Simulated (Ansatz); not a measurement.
**Worked example: C2H5Cl + C2H2F3I → CH2ClI + C3H5F3**

Gas-phase species: C2H5Cl (chloroethane) `CCCl`, singlet; C2H2F3I (1,1,1-trifluoro-2-iodoethane) `FC(F)(F)CI`, singlet; CH2ClI (chloroiodomethane) `ClCI`, singlet; C3H5F3 (1,1,1-trifluoropropane) `CCC(F)(F)F`, singlet. The partners trade CH3 for I; both sit on C, so the bond types are kept.

Shapes, held fixed at every level: PBE0-D4/def2-TZVP. Programs: Ansatz 0.2.0. The zero-point and thermal change to 298 K, harmonic and unscaled (PBE0-D4/def2-TZVP), is +0.2 kJ/mol.

At CCSD(T)/def2-TZVPP; 1 Eh = 2625.50 kJ/mol:

```
species  energy (Eh)
 C2H5Cl  -538.804039
C2H2F3I  -673.650271
 CH2ClI  -796.094860
 C3H5F3  -416.358729
```

Q: Work out ΔH(298 K) of the reaction at this level.

A: 
1. Products less reactants: (-796.094860) + (-416.358729) − [(-538.804039) + (-673.650271)] = 0.000721 Eh = +1.9 kJ/mol.
2. With the thermal change: +1.9 + (+0.2) = +2.1 kJ/mol.

Other levels give -1.5 (SPW92/def2-TZVPP) to +4.2 kJ/mol (HF/def2-TZVPP). No measured value is set beside it here. For atoms past krypton def2 sets carry core potentials with scalar relativity. Outer-core shells of I are correlated, in sets that cover them unevenly. The levels disagree on the sign, so it isn't settled. That is about zero within the method's error.
